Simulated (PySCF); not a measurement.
Molecule: sum formula HSO$_{3}$ (charge -1, singlet). 
Structure (B3LYP-D3(BJ)/def2-TZVP (Ansatz) minimum search):
```
S
O 1 1.4816
O 1 1.4917 2 111.71
O 1 1.7626 2 103.14 3 106.10
H 4 0.9698 1 100.97 2 -86.48
```
Charge -1, spin multiplicity 1.

Dispersion corrections to the total energy (kcal/mol) from the dftd3 and dftd4 libraries through PySCF: D3(BJ) without and D4 with the three-body term, each with the damping fitted for the functional named.

| functional | D3(BJ) | D4 |
|---|---|---|
| PBE0 | -1.59 | -1.99 |
| BLYP | -4.16 | -5.64 |
| HF | -18.72 | -9.89 |
| B2GP-PLYP | (withheld) | -0.98 |
| r2SCAN | -0.47 | -0.55 |
| BP86 | -2.98 | (withheld) |
| TPSSh | (withheld) | -2.97 |

Task: What belongs in the gaps?

Result: 
- B2GP-PLYP, D3(BJ): -1.25
- BP86, D4: -3.13
- TPSSh, D3(BJ): -2.14
